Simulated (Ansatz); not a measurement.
Consider the ligand exchange at the Si–S bond: `F[SiH2]S[SiH](F)F` + `BCS` → `BCS[SiH2]F` + `F[SiH](F)S`.

Computed with Ansatz on PBE0-D4/def2-TZVP structures; ΔE is electronic, products minus reactants. CCSD(T)/CBS adds triple-zeta CCSD(T) − MP2 to the extrapolated MP2 energy (def2 sets, frozen cores). DFT in def2-TZVPP. B3LYP here is the variant with VWN-RPA as its local correlation; programs differ in this. HSE06 is defined as in plane-wave codes. Each species was taken in one conformer, which may not be the lowest.

```
             level  ΔE (kJ/mol)  difference from CCSD(T)/CBS
       LDA (SPW92)         -0.7                         -0.9
            PBE-D4         -0.2                         -0.4
         revPBE-D4          0.1                         -0.1
           BLYP-D4         -0.5                         -0.7
            B97M-V          0.1                         -0.1
           PBE0-D4          0.6                          0.4
          B3LYP-D4          0.2                          0.0
        r2SCAN0-D4          0.9                          0.7
          HSE06-D4          0.6                          0.4
          BHLYP-D4          1.7                          1.5
      CAM-B3LYP-D4         -0.2                         -0.4
           ωB97X-V          0.4                          0.2
           ωB97M-V          1.0                          0.8
            B2PLYP         -1.6                         -1.8
          PBE-QIDH          0.0                         -0.2
               PBE         -1.8                         -2.0
            revPBE         -2.6                         -2.8
              BLYP         -3.7                         -3.9
            r2SCAN          0.3                          0.1
              PBE0         -0.8                         -1.0
             B3LYP         -2.5                         -2.7
           r2SCANh          0.4                          0.2
           r2SCAN0          0.6                          0.4
             HSE06         -0.8                         -1.0
             BHLYP         -1.3                         -1.5
         CAM-B3LYP         -1.8                         -2.0
           LC-ωPBE          0.0                         -0.2
RPA@PBE/def2-TZVPP         -0.3                         -0.5
       HF/def2-SVP         -3.6                         -3.8
      MP2/def2-SVP         -2.6                         -2.8
     CCSD/def2-SVP         -2.8                         -3.0
  CCSD(T)/def2-SVP         -2.9                         -3.1
    MP2/def2-TZVPP         -0.2                         -0.4
SCS-MP2/def2-TZVPP         -0.5                         -0.7
CCSD(T)/def2-TZVPP         -0.4                         -0.6
     HF/def2-QZVPP         -0.8                         -1.0
    MP2/def2-QZVPP          0.3                          0.1
      HF/CBS(def2)         -0.7                         -0.9
     MP2/CBS(def2)          0.5                          0.3
    CCSD/CBS(def2)          0.2                          0.0
       CCSD(T)/CBS          0.2                            0
```

(1) What do rigid-rotor, harmonic-oscillator terms from PBE0-D4/def2-TZVP frequencies (298.15 K, 1 bar) make of the CCSD(T)/CBS value? (Estimate.)

Largest T1 diagnostic among the species: 0.012.

## Answers

(1) Ansatz gave: ΔZPE = -0.7 kJ/mol, ΔH = -1.1 kJ/mol, ΔS = -5 J/(mol·K), ΔG = +0.5 kJ/mol. Modes under 50 cm⁻¹ make the entropy rough.

Leaving LDA and LC-ωPBE aside and taking each functional with its dispersion term where it has one, the values spread over 3.3 kJ/mol, from B2PLYP to BHLYP-D4. At CCSD(T), def2-SVP lies −3.1 kJ/mol from the extrapolated value and def2-TZVPP −0.7 kJ/mol.

CCSD(T)/CBS has its own doubt, a few kJ/mol and more with outer-core shells, so smaller differences from it don't rank the levels.
